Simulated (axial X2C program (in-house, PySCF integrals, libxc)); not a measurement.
## Outer orbitals of InGe at 2.664 Å, PW91

All values were computed with an axial X2C code built on PySCF integrals. Spin-free means the one-electron spin-free X2C Hamiltonian; two-component (2c) means X2C with spin–orbit coupling and atomic mean-field two-electron Coulomb and Gaunt terms, so the difference of the two also holds small scalar two-electron terms. Basis: In dyall-cv3z [11s12p9d4f1g], Ge dyall-cv3z [9s9p7d4f1g] (cores contracted in-house); Gaussian nuclei, density fitting, unrestricted open shells. Masses: In 114.904 u, Ge 73.921 u.

The distance is close to the 2c PBE0 minimum; the highest filled and lowest empty levels are listed.

Spin-free orbitals, state M_S = 3/2, Λ = 0 (beyond evenly filled blocks: σα, π+α, π-α) (Löwdin shares):

| symmetry | occupied | ε (eV) | atomic character |
| --- | --- | --- | --- |
| σα | yes | -28.52 | 100% Ge d |
| δ+α | yes | -28.52 | 100% Ge d |
| δ-α | yes | -28.52 | 100% Ge d |
| π+α | yes | -28.51 | 100% Ge d |
| π-α | yes | -28.51 | 100% Ge d |
| σβ | yes | -28.36 | 100% Ge d |
| δ-β | yes | -28.35 | 100% Ge d |
| δ+β | yes | -28.35 | 100% Ge d |
| π+β | yes | -28.35 | 100% Ge d |
| π-β | yes | -28.35 | 100% Ge d |
| σα | yes | -18.89 | 99% In d |
| δ+α | yes | -18.88 | 100% In d |
| δ-α | yes | -18.88 | 100% In d |
| π+α | yes | -18.83 | 100% In d |
| π-α | yes | -18.83 | 100% In d |
| δ+β | yes | -18.82 | 100% In d |
| δ-β | yes | -18.82 | 100% In d |
| σβ | yes | -18.77 | 99% In d |
| π-β | yes | -18.73 | 100% In d |
| π+β | yes | -18.73 | 100% In d |
| σα | yes | -12.34 | 71% Ge s, 13% In s, 9% In p |
| σβ | yes | -10.92 | 68% Ge s, 18% In s, 8% In p |
| σα | yes | -8.53 | 63% In s, 20% Ge p, 10% Ge s |
| σβ | yes | -7.72 | 61% In s, 16% Ge p, 14% Ge s |
| σα | yes | -4.65 | 49% Ge p, 39% In p, 10% In s |
| π-α | yes | -4.58 | 71% Ge p, 25% In p, 4% In d |
| π+α | yes | -4.58 | 71% Ge p, 25% In p, 4% In d |
| σβ | no | -3.37 | 48% Ge p, 41% In p, 8% In s |
| π-β | no | -3.27 | 52% Ge p, 45% In p |
| π+β | no | -3.27 | 52% Ge p, 45% In p |
| π-α | no | -2.31 | 69% In p, 22% Ge p, 5% Ge d |
| π+α | no | -2.31 | 69% In p, 22% Ge p, 5% Ge d |

Spinors with spin–orbit coupling (state Ω = 3/2):

```tsv
ω	occupied	ε (eV)	atomic character	λ mixture
5/2	yes	-28.33	100% Ge d	100% δ
3/2	yes	-28.28	100% Ge d	68% π, 32% δ
1/2	yes	-28.25	100% Ge d	56% π, 44% σ
-1/2	yes	-28.22	100% Ge d	72% σ, 28% π
-3/2	yes	-28.18	100% Ge d	88% π, 12% δ
-5/2	yes	-28.16	100% Ge d	100% δ
-3/2	yes	-19.34	100% In d	85% δ, 15% π
3/2	yes	-19.31	100% In d	79% δ, 21% π
-1/2	yes	-19.30	100% In d	64% π, 36% σ
1/2	yes	-19.29	99% In d	50% σ, 50% π
5/2	yes	-18.56	100% In d	100% δ
3/2	yes	-18.51	100% In d	79% π, 21% δ
1/2	yes	-18.51	99% In d	50% σ, 50% π
-5/2	yes	-18.50	100% In d	100% δ
-1/2	yes	-18.48	99% In d	64% σ, 36% π
-3/2	yes	-18.44	100% In d	85% π, 15% δ
1/2	yes	-12.34	72% Ge s, 13% In s, 9% In p	100% σ
-1/2	yes	-10.93	68% Ge s, 18% In s, 8% In p	100% σ
1/2	yes	-8.52	63% In s, 20% Ge p, 10% Ge s	100% σ
-1/2	yes	-7.72	62% In s, 16% Ge p, 14% Ge s	100% σ
1/2	yes	-4.65	48% Ge p, 39% In p, 10% In s	100% σ
-1/2	yes	-4.64	70% Ge p, 25% In p, 3% In d	100% π
3/2	yes	-4.51	71% Ge p, 24% In p, 4% In d	100% π
-1/2	no	-3.39	48% Ge p, 41% In p, 7% In s	98% σ, 2% π
1/2	no	-3.34	51% Ge p, 46% In p	100% π
-3/2	no	-3.19	53% Ge p, 44% In p, 2% In d	100% π
-1/2	no	-2.38	68% In p, 23% Ge p, 4% Ge d	98% π, 2% σ
```

How does the gap between the highest filled and lowest empty level change from the spin-free to the 2c table?

From 1.21 to 1.12 eV at PW91, a change of -0.09 eV.

Mulliken charges and populations of the two-component result (they depend on the basis, above all on diffuse functions):

In 0.23 e (s 9.88 p 18.86 d 20.02 f 0.01), Ge -0.23 e (s 7.94 p 14.25 d 10.03). ⟨Lz⟩ = 0.00 ħ and ⟨Sz⟩ = 1.50 ħ (0.44 and 1.06 on the two atoms), which add up to Ω.

One determinant describes the state; a PBE0 search over occupations chose it and may have missed a lower one. Density functionals use the spin component along the axis (collinear). Other states lie close and PBE0, whose exact exchange favours high spin, may order them wrongly; the determinant shown need not be the ground state. The nearest other spin-free determinant of the search, M_S = 1/2, Λ = 0, lies 0.37 eV up at the distance of the search. With several unpaired electrons one determinant need not be a pure state. This is the top spin component of a Σ state; components of lower Ω are not single determinants and can lie lower.
